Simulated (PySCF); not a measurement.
Ga (gallium, neutral): UHF calculation

Configuration: [Ar] 3d10 4s1 4p1 5s1, high-spin 4P determinant (an excited configuration). Calculation: PySCF 2.14, in x2c-QZVPPall with one added diffuse shell each of s, p, d, f type (12s8p6d5f1g, 110 functions); the spin-free X2C one-electron Hamiltonian (Gaussian nucleus).

- Total energy: -1941.961792 hartree
- One-electron energy: -2702.8972 hartree
- Hartree (Coulomb) energy: 835.4110 hartree
- Exchange energy: -74.4756 hartree
- ⟨S²⟩: 3.7516
- ⟨L²⟩: 2.037
- Sum of ⟨r⟩: 26.80 bohr
- Sum of ⟨r²⟩: 77.62 bohr²
- Traceless quadrupole moment −½Σ⟨3z² − r²⟩ along its main axis: -2.12 e·bohr²
- Langevin diamagnetic susceptibility: -61.5 ×10⁻⁶ cm³/mol

| shell | electrons | mean orbital energy (hartree) | spread (hartree) | rms radius, mean of both spins (bohr) |
| --- | --- | --- | --- | --- |
| 1s α | 1 | -383.91449 | 0 | 0.0560 |
| 1s β | 1 | -383.90647 | 0 | 0.0560 |
| 2s α | 1 | -49.48152 | 0 | 0.235 |
| 2s β | 1 | -49.47541 | 0 | 0.235 |
| 2p α | 3 | -42.93735 | 0.00055 | 0.211 |
| 2p β | 3 | -42.93498 | 0.00477 | 0.211 |
| 3s α | 1 | -6.78240 | 0 | 0.699 |
| 3s β | 1 | -6.76314 | 0 | 0.699 |
| 3p α | 3 | -4.72513 | 0.00033 | 0.737 |
| 3p β | 3 | -4.71707 | 0.01375 | 0.737 |
| 3d α | 5 | -1.36505 | 0.01083 | 0.892 |
| 3d β | 5 | -1.35979 | 0.01552 | 0.892 |
| 4s α | 1 | -0.66199 | 0 | 2.42 |
| 4p α | 1 | -0.36874 | 0 | 3.09 |
| 5s α | 1 | -0.10442 | 0 | 7.04 |

The outer electron is Rydberg-like, and this basis confines it to a smaller radius and binds it less than a complete one would.

Densities and radii are taken from the X2C orbitals without a picture-change correction, which distorts them close to the nucleus.

Spin-orbit constants ζ (cm⁻¹) from the X2C one-electron operator on these orbitals: bare nucleus, nucleus screened by l(l+1)(2l+1)/3 electrons, and screened by the Breit-Pauli mean field of the electrons.

| shell | bare | screened nucleus | mean field |
| --- | --- | --- | --- |
| 2p | 154600 | 144600 | n/a |
| 3p | 19880 | 18590 | n/a |
| 3d | 2082 | 1410 | n/a |
| 4p | 824.6 | 771.4 | n/a |

To first order the Landé constant is A = 257.1 cm⁻¹, so the lowest level has J = 1/2 and lies 0.0797 eV below the centre of the term. This holds in LS coupling only.
